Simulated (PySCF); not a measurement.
C4H4NO3 (charge -1).
Atom-mapped SMILES: `[CH3:1][C@H:2]([C:3]#[N:4])[O:5][C:6](=[O:7])[O-:8]` (hydrogens: H9, H10, H11 on C1; H12 on C2)

A PySCF run (density fitting, gas phase, GFN2-xTB geometry) gave HOMO -1.25 eV, LUMO 5.24 eV and E = -432.413 Eh.

Question: Which of these levels was it?
A. PBE0/3-21G
B. HSE06/pcSseg-1
C. PBE0/pcSseg-1

Answer: A. It is PBE0/3-21G. All candidates on this geometry:

| level and settings | kind | basis functions | SCF cycles | E (Eh) | HOMO (eV) | LUMO (eV) |
| --- | --- | --- | --- | --- | --- | --- |
| HSE06/pcSseg-1, start guess huckel | screened hybrid, exact exchange at short range | 156 | 24 | -434.8436 | -1.87 | 4.13 |
| PBE0/3-21G, damping 0.3 at the start, DIIS from the seventh cycle | global hybrid | 80 | 17 | -432.4129 | -1.25 | 5.24 |
| PBE0/pcSseg-1 | global hybrid | 156 | 15 | -434.8037 | -2.27 | 4.52 |

The nearest other candidate, by the summed differences of HOMO and LUMO, is HSE06/pcSseg-1: its HOMO differs by -0.62 eV and its LUMO by -1.11 eV. Cycle counts include a coarse-grid stage where the run had one.

The values belong to the conformer `[CH3:1][C@H:2]([C:3]#[N:4])[O:5][C:6](=[O:7])[O-:8]`: C1–C2–O5–C6 -107°, C2–O5–C6–O7 -4°.
